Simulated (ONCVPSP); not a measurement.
# Pseudopotential generation for Tb: ONCV, PBE, scalar-relativistic.

terbium (Tb), optimised norm-conserving Vanderbilt (ONCV), made with ONCVPSP 4.0.1 (PBE, scalar-relativistic). Core [Kr] 4d10 4f8, reference 5s2 5p6 5d1 6s2. Waves: 5s+6s: rc 2.00 bohr, ncon 4, nbas 7, qcut 6.1 1/bohr, 2 projectors; 5p: rc 2.20 bohr, ncon 4, nbas 7, qcut 6.1 1/bohr, 2 projectors, debl 1.5 Ha; 5d: rc 3.20 bohr, ncon 3, nbas 8, qcut 4.1 1/bohr, 3 projectors, debl 0.5 Ha; f scattering state at 0.26 Ha: rc 3.50 bohr, ncon 3, nbas 8, qcut 3 1/bohr, 2 projectors, debl 3.9 Ha. Local part: polynomial inside 1.60 bohr (lpopt 1, dvloc0 0 Ha). Core correction: polynomial model core, fcfact 0.4.

* Cutoffs needed: 13 Ha and 16 Ha (the cutoffs (Ha) at which the residual kinetic energy of the hardest occupied pseudo-wave falls to 1 and 0.1 mHa per electron) The cutoffs count occupied waves only; projector 2 of the f channel, the hardest unoccupied one, needs 44 Ha at the loose tolerance.
* Ghost test: no bound ghost flagged; GHOST(+) flagged for f at 114.2 eV, s at 206.7 eV
* Configuration tests: 1 of 4 tests not solved or not reliable
* rms error of d²Exc/dni dnj: 4.94 mHa without and 0.77 mHa with the model core
